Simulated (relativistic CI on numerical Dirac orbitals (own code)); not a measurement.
# Sc13+: sensitivity of the levels to the model

Base calculation: Dirac-Coulomb-Breit CI, separate exchange-only KLI orbitals for each configuration, a model potential for QED, unscaled Slater integrals.

Configurations in the expansion (outside the closed core 1s2): 2s2 2p4, 2s 2p5, 2p6, 2p5 3s, 2s2 2p3 3s, 2p5 3p, 2s2 2p3 3p, 2p5 3d, 2s2 2p3 3d, 2s 2p4 3s, 2s 2p4 3p, 2s 2p4 3d, 2s2 2p3 4s, 2s2 2p3 4p, 2s2 2p3 4d, 2s2 2p3 4f. Levels of other configurations are missing.

The lowest level and the first level of each name with at least 55 % of one term (blank where a level has no safe partner in the second run):

```tsv
Level	Base (eV)	Shift (eV)
2s2 2p4 3P_2	0.000	0.000
2s2 2p4 3P_1	3.847	-3.847
2s2 2p4 3P_0	4.359	-4.359
2s2 2p4 1D_2	12.439	-2.549
2s2 2p4 1S_0	24.293	-3.566
2s 2p5 3P°_2	83.163	-5.030
2s 2p5 3P°_1	86.254	-8.121
2s 2p5 3P°_0	88.122	-9.989
2s 2p5 1P°_1	115.203	-7.059
2p6 1S_0	195.561	-11.210
2s2 2p3 3s 5S°_2	471.116	-1.249
2s2 2p3 3s 3S°_1	476.577	-1.156
2s2 2p3 3s 3D°_1	486.889	-0.517
2s2 2p3 3s 3D°_2	486.992	-0.620
```

At this charge energies of transitions that change n are usually good to better than 1 %, and those within a shell (Δn = 0) to a few per cent.

Task: One thing was changed in a second run, which moved the levels as shown. Which?
A. configuration mixing switched off
B. QED terms removed
C. non-relativistic limit
D. Breit term removed
E. one mean potential for all configurations

Result: C. Non-relativistic limit. Without relativity the fine structure collapses and s electrons lose their extra binding.

LS names give the leading component of a level, which can be under half, so a name can repeat, a term be missing and a line seem to break the LS rules.
